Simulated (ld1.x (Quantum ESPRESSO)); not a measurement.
**Ranking TM potentials for boron**

All share these settings but for the change named:

```
Element                 : boron (B)
Generator               : ld1.x (Quantum ESPRESSO) 7.5
Type                    : norm-conserving Troullier–Martins (Kleinman–Bylander form)
Functional              : PBE
Relativity              : scalar-relativistic
Frozen core             : [He]
Valence charge          : 3
Reference configuration : 2s2 2p1
Partial waves           : 2p (bound): rc 2.95 bohr; 2s (bound): rc 1.05 bohr
Local potential         : the s channel
Core correction         : a·sin(br)/r model core, default radius (core density twice the valence density)
```

Test errors are all-electron minus pseudo excitation energies from the reference, over 2s2 2p0; 2s1 2p0; 2s2 2p0.5; 2s2 2p1.3; 2s1 2p1; 2s1 2p2; 2s0 2p3. None of these files shows a bound ghost.

The base gives 261.6 meV.

Of 9 variants that were run, those that failed, showed a ghost or another fault, or gave nearly equal values are left out.

A variant can come out equal or close to the base, since the largest error may sit in a test that the change hardly touches while other tests move.

Task: Rank these variants by their largest absolute test error, smallest first.
A. wave 2p (bound): rc 2.95 bohr becomes 2p (bound): rc 3.84 bohr
B. all radii but the core radius scaled by about 0.94 (s 1.00, p 2.78 bohr)
C. wave 2s (bound): rc 1.05 bohr becomes 2s (bound): rc 1.30 bohr
D. type RRKJ

Result: B (207.9 meV), C (262.9 meV), D (325.1 meV), A (570.1 meV).
